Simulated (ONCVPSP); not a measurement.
# Pseudopotential generation for silicon (Si): ONCV, PBEsol, scalar-relativistic.

| Quantity | Value |
| --- | --- |
| Element | Si (Z = 14) |
| Generator | ONCVPSP 4.0.1 |
| Type | optimised norm-conserving Vanderbilt (ONCV) |
| Functional | PBEsol |
| Relativity | scalar-relativistic |
| Frozen core | [He] |
| Valence charge | 12 |
| Reference configuration | 2s2 2p6 3s2 (charge +2) |
| Partial waves | 2s+3s: rc 1.15 bohr, ncon 4, nbas 7, qcut 8.2 1/bohr, 3 projectors, debl 3.2 Ha; 2p: rc 0.70 bohr, ncon 4, nbas 8, qcut 18.7 1/bohr, 2 projectors, debl 2.9 Ha; d scattering state at 0.29 Ha: rc 0.90 bohr, ncon 4, nbas 8, qcut 12.7 1/bohr, 2 projectors, debl 1.7 Ha |
| Local potential | polynomial inside 0.50 bohr (lpopt 5, dvloc0 3 Ha) |
| Core correction | none |

In the p channel the program set the typed energies aside and used -4.291, 0.250 Ha.

All-electron outer shells of the reference configuration (PBEsol, scalar-relativistic, ld1.x):

```json
{"shell": "1s", "level (eV)": "-1804.22", "outermost node (bohr)": "–", "outermost maximum (bohr)": "0.07"}
{"shell": "2s", "level (eV)": "-160.42", "outermost node (bohr)": "0.15", "outermost maximum (bohr)": "0.45"}
{"shell": "2p", "level (eV)": "-116.76", "outermost node (bohr)": "–", "outermost maximum (bohr)": "0.39"}
{"shell": "3s", "level (eV)": "-28.49", "outermost node (bohr)": "0.72", "outermost maximum (bohr)": "1.69"}
```

Calculated quality:

* Cutoffs needed: 143 Ha and 161 Ha (the cutoffs (Ha) at which the residual kinetic energy of the hardest occupied pseudo-wave falls to 1 and 0.1 mHa per electron)
* Ghost test: no bound ghost flagged; no localised positive-energy state flagged
* Largest excitation error: +2.7 meV (all-electron minus pseudo) for 2s2 2p6 3s1 3p2, out of 4 test configurations

Generation and tests took about 4.7 s on one core of a shared server CPU.
